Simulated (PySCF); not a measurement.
Species: C6H15P2 (charge +1).
Atom-mapped SMILES: `[CH3:1][CH2:2][C@@H:3]1[C@H:4]([CH2:5][CH3:6])[P@@H+:7]1[PH2:8]` (hydrogens: H9, H10, H11 on C1; H12, H13 on C2; H14 on C3; H15 on C4; H16, H17 on C5; H18, H19, H20 on C6; H21 on P7; H22, H23 on P8)

Level: PBE0/pcSseg-1 in PySCF, non-relativistic, on one gas-phase PBE0-D3(BJ)/def2-SVP geometry that isn't relaxed in the solvent. The solvent is an IEF-PCM continuum (cavity from Bondi-type radii × 1.2). Only the electrostatic response of the medium enters.

Gas phase at PBE0/pcSseg-1: HOMO -12.65 eV, LUMO -5.44 eV.

Q: What does the continuum do to the energy and the frontier levels at PBE0/pcSseg-1 in chloroform and acetone?

A: 
| solvent | ε | E(solvent) − E(gas) (kcal/mol) | polarisation term (kcal/mol) | distortion of the solute (kcal/mol) | HOMO (eV) | LUMO (eV) |
| --- | --- | --- | --- | --- | --- | --- |
| chloroform | 4.711 | -41.75 | -42.72 | 0.97 | -9.36 | -2.03 |
| acetone | 20.49 | -50.84 | -52.64 | 1.80 | -8.66 | -1.31 |

Polarisation term: ½ Σ q·V over the induced surface charges. Distortion: the rise of the solute's own energy as its density leaves the gas-phase optimum. From chloroform to acetone the lowering changes by a factor 1.22, Born's factor 1 − 1/ε by 1.21 and ε itself by 4.3.

Q: Which radius a makes Born's formula ΔE = −(q²/2a)(1 − 1/ε) give the value in acetone?

A: a = q²(1 − 1/ε)/(2|ΔE|) = 3.11 Å, with q = +1 e and |ΔE| = 0.0810 Eh; the farthest nucleus lies 3.75 Å from the centroid of the nuclei. The formula assumes a point charge at the centre of a sphere.

Q: Which ESP-fitted charges (PBE0/pcSseg-1) respond most in acetone (means over atoms taken as equivalent)?

A: 
```
  atoms                        environment  gas (e)  solvent (e)  change
     P7  phosphorus bonded to 2 C, P and H   +0.009       +0.117  +0.108
     P8        three-coordinate phosphorus   +0.052       -0.035  -0.087
  C2/C5                   chain CH2 carbon   +0.106       +0.170  +0.064
  C1/C6                      methyl carbon   -0.472       -0.507  -0.035
H22/H23                       P–H hydrogen   +0.135       +0.157  +0.022
H13/H16                 methylene hydrogen   +0.066       +0.047  -0.019
  C3/C4     sp3 carbon bound to phosphorus   -0.141       -0.156  -0.015
H12/H17                 methylene hydrogen   +0.059       +0.044  -0.015
    H21                       P–H hydrogen   +0.195       +0.207  +0.012
H9 (×6)                    methyl hydrogen   +0.146       +0.140  -0.006
H14/H15                   methine hydrogen   +0.179       +0.180  +0.001
```

Q: Which Mayer bond orders change most in acetone?

A: 
| bond | length (Å) | gas | solvent | change |
| --- | --- | --- | --- | --- |
| C3–C4 | 1.513 | 0.871 | 0.882 | +0.011 |
| C4–P7 | 1.836 | 0.892 | 0.902 | +0.010 |
| P7–C3 | 1.833 | 0.912 | 0.921 | +0.009 |
| P7–P8 | 2.175 | 1.021 | 1.013 | -0.008 |
| C1–H10 | 1.099 | 0.955 | 0.962 | +0.007 |
| C5–H16 | 1.104 | 0.913 | 0.919 | +0.006 |
| C6–H19 | 1.099 | 0.956 | 0.962 | +0.006 |
| C2–H12 | 1.101 | 0.932 | 0.937 | +0.005 |

Shape of the structure used: `[CH3:1][CH2:2][C@@H:3]1[C@H:4]([CH2:5][CH3:6])[P@@H+:7]1[PH2:8]`: C1–C2–C3–C4 -80°, C3–C4–C5–C6 -156°, H–P8–P7–C4 109°, H–P8–P7–C4 -156°.
